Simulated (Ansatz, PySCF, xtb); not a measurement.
Energy difference 0.5 R1 + 0.5 R2 → P1, each structure at its B3LYP-D3(BJ)/def2-TZVP stationary point, reached from a drawn start (curvature not checked).
R1, Na2 (SMILES [Na][Na]) (charge 0, multiplicity 1):
```xyz
2

Na     0.00000     0.00000    -1.52701
Na     0.00000     0.00000     1.52701
```
R2: K2 (SMILES [K][K]), charge 0, multiplicity 1.
P1: KNa (SMILES [Na][K]), charge 0, multiplicity 1.

```tsv
level	reaction energy (kJ/mol)
GFN2-xTB	2.5
HF/def2-TZVPP	-0.5
HF/def2-QZVPP	-0.6
SVWN5/def2-TZVPP	-0.3
PBE/def2-TZVPP	-0.7
PBE-D3(BJ)/def2-TZVPP	-0.7
BLYP-D3(BJ)/def2-TZVPP	-0.5
revPBE-D4/def2-TZVPP	-1.0
r2SCAN-D3(BJ)/def2-TZVPP	-1.1
r2SCAN-D4/def2-TZVPP	-1.1
B3LYP/def2-TZVPP	-0.5
B3LYP-D4/def2-TZVPP	-0.5
PBE0/def2-TZVPP	-0.9
PBE0-D3(BJ)/def2-TZVPP	-0.9
BHLYP-D3(BJ)/def2-TZVPP	-0.6
BHLYP-D4/def2-TZVPP	-0.5
M06-2X/def2-TZVPP	0.9
CAM-B3LYP-D3(BJ)/def2-TZVPP	-0.8
CAM-B3LYP-D4/def2-TZVPP	-0.8
wB97M-V/def2-TZVPP	-1.2
```

P less R. No zero-point or thermal terms; no spin–orbit coupling.

Programs: Ansatz (Gaussian basis) for Hartree–Fock, density functionals and correlated methods; PySCF for M06-2X and the D3/D4 terms; xtb for the GFN methods. All values are computed, each at the level named.

Ansatz is a quantum-chemistry and plane-wave program.
